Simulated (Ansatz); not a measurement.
`C[Se][In]([F])[F]` + arsine → `C[Se][AsH2]` + `[F][InH][F]` at 500 K and 1 bar (ligand exchange at the Se–In bond).

Program: Ansatz. Geometries: PBE0-D4/def2-TZVP. ΔE: electronic, gas phase. CCSD(T)/CBS is the MP2 limit (def2-TZVPP, def2-QZVPP) plus CCSD(T) − MP2 in def2-TZVPP, frozen cores. def2 core potentials past Kr. For As, In, Se outer-core shells are correlated without core-valence functions, which leaves a few kJ/mol of doubt a bond. Scalar relativity is left out up to krypton. One conformer a species, not always the lowest.

```json
{"species": "`C[Se][In]([F])[F]`", "CCSD(T)/CBS energy (Eh)": "-2830.05920", "H − E (kJ/mol)": "157.3", "S (J/(mol·K))": "467.9"}
{"species": "`[AsH3]`", "CCSD(T)/CBS energy (Eh)": "-2236.79077", "H − E (kJ/mol)": "76.6", "S (J/(mol·K))": "245.1"}
{"species": "`C[Se][AsH2]`", "CCSD(T)/CBS energy (Eh)": "-4676.77761", "H − E (kJ/mol)": "178.2", "S (J/(mol·K))": "387.6"}
{"species": "`[F][InH][F]`", "CCSD(T)/CBS energy (Eh)": "-390.04654", "H − E (kJ/mol)": "52.1", "S (J/(mol·K))": "326.1"}
```

H − E and S are ideal-gas, rigid-rotor, harmonic terms from PBE0-D4/def2-TZVP, for one conformer and one mirror image of each species. 1 Eh = 2625.50 kJ/mol, R = 8.31446 J/(mol·K).

**Question.** By hand: ΔE, ΔH, ΔS and ΔG.

**Answer.** ΔE = (-4676.77761) + (-390.04654) − (-2830.05920) − (-2236.79077) = 0.02582 Eh = 67.8 kJ/mol. Δ(H − E) = 178.2 + 52.1 − 157.3 − 76.6 = -3.6, so ΔH = 64.2 kJ/mol. ΔS = 387.6 + 326.1 − 467.9 − 245.1 = 0.7 J/(mol·K). ΔG = 64.2 − 500 × (0.7)/1000 = 63.9 kJ/mol.

**Question.** By hand: the equilibrium constant, and the temperature at which ΔG would vanish if ΔH and ΔS stayed fixed.

**Answer.** log₁₀ K = −ΔG/(RT ln 10) = -6.7. ΔG = 0 at ΔH/ΔS = 91714 K, far beyond where these terms or the molecules hold.

The number of gas molecules stays the same, so ΔS is small and ΔH decides. A doubt of 5 kJ/mol in ΔE shifts log₁₀ K by 0.5 here. Other conformers and mirror images would add mixing entropy, several J/(mol·K) or more a flexible species. Modes under 60 cm⁻¹, often nearly free rotors, make the harmonic entropy too high. These are equilibria of isolated gas molecules and say nothing of rates. Largest T1 diagnostic: 0.017 (customary marks: 0.02 for closed shells, 0.045 for open ones).
